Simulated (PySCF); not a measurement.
A structure optimised at B3LYP-D3(BJ)/def2-SVP, used in a PySCF frequency run:

```xyz
5

C     -0.5990    -0.4728     0.3775
F     -0.9173    -1.5475    -0.3534
Cl    -1.7825     0.8228     0.1053
Br     1.2215     0.1001    -0.0663
H     -0.5987    -0.7246     1.4449
```

Problem. Write its SMILES and formula.

Solution. F[C@H](Cl)Br, CHBrClF

Problem. What are its rotational constants (standard atomic weights)?

Solution. 6.3840, 1.9562, 1.5449 GHz
